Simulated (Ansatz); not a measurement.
The cluster Ru₃H, relaxed as a doublet with UKS PBE0-D4/def2-TZVP in Ansatz, starting from the GFN2-xTB geometry. Force threshold 0.02 eV/Å.

In the def2 sets Ru takes a core potential; there is no spin–orbit coupling. The charge 0 doublet is spin-contaminated (final ⟨S²⟩ up to 3.18, 0.75 for a pure state). The structure comes from a short search, and lower isomers may exist.

Start:

Cartesian coordinates in Å:
```
Ru -0.7539 -0.9562 0.2584
Ru 1.1031 0.6695 1.3930
Ru -0.1806 1.2755 -0.4323
H -0.1686 -0.9887 -1.2191
```

```tsv
step	energy (eV)	largest force component (eV/Å)	SCF passes
1	-7758.7536	1.482	271
2	-7759.0728	0.732	86
3	-7759.2075	1.307	89
4	-7759.2704	0.230	81
5	-7759.2789	0.035	75
6 (rejected)	-7759.2787	0.094	83
7	-7759.2801	0.008	77
```

Force components are those of the run's own axes.

End:

Cartesian coordinates in Å:
```
Ru -0.713 -0.664 0.170
Ru 1.156 0.431 1.359
Ru -0.433 1.457 -0.417
H -0.010 -1.223 -1.112
```

By distances, no bond broke or formed. The bond that changes most is Ru2–Ru3, from 2.31 to 2.59 Å (atoms count from 1).

No frequencies were taken in this run, so the end may be a saddle point.

Run time 29 s (4 threads of Arm Neoverse V2 on a shared host).
